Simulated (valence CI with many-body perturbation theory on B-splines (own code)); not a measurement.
# Pm12+: key properties

Level of theory: configuration interaction combined with many-body perturbation theory (CI+MBPT): three valence electrons over a frozen Dirac-Fock core [Kr] 4d10, a basis of 8 s, 8 p, 9 d, 9 f, 6 g, 3 h, 2 i functions for each j, with the one-electron correlation potential Σ1 (screened to all orders), the two-electron term Σ2, the three-electron term Σ3, Breit, model QED; selected single and double excitations, second order for the rest (own B-spline code, finite nucleus).

No measured levels were compared; by estimate terms of the open shell hold to a few per cent of their energy, and close levels can change places; configurations with another count of f electrons can be misplaced by thousands of cm⁻¹. Core correlation moves these levels by up to 52000 cm⁻¹, and in measured spectra 5 to 20 % of such shifts remained as error; rates that hang on mixing are uncertain with them.

Rates and lifetimes use the calculated energies. Strong lines usually hold to 10 to 20 %, long lifetimes can be off by a factor of two.

(1) What is the ground level?

(2) What are the static dipole polarisabilities of the lowest levels?

(3) Among levels below 28.058 eV, which E1 lines absorb most strongly from the ground level?

(4) Name the longest-lived excited levels whose lifetime is computed, and their main decay.

(5) What is the ionisation energy?

Answers

(1) 4f5s² ²F°_5/2, composition 98 % 4f5s² ²F°, g = 0.856.

(2) 4f5s² ²F°_5/2 1.57 (tensor 0.034); 4f5s² ²F°_7/2 1.57 (tensor 0.040) bohr³, of which the core gives 0.279.

(3) to 4f5s5p ²F_7/2 at 58.70 nm, f = 0.0283; to 4f5s5p ⁴F_5/2 at 58.37 nm, f = 0.0222; to 4f5s5p ²F_5/2 at 55.65 nm, f = 0.0144.

(4) 4f²5s ⁴P_1/2 at 13.652 eV lives 2.74 s, mostly by E2 to 4f²5s ⁴F_3/2; 4f²5s ⁴H_13/2 at 10.245 eV lives 1.06 s, mostly by M1 to 4f²5s ⁴H_11/2; 4f²5s ⁴H_11/2 at 9.856 eV lives 1.04 s, mostly by M1 to 4f²5s ⁴H_9/2.

(5) 224.96 eV; NIST lists 229 ± 11 eV (theoretical).
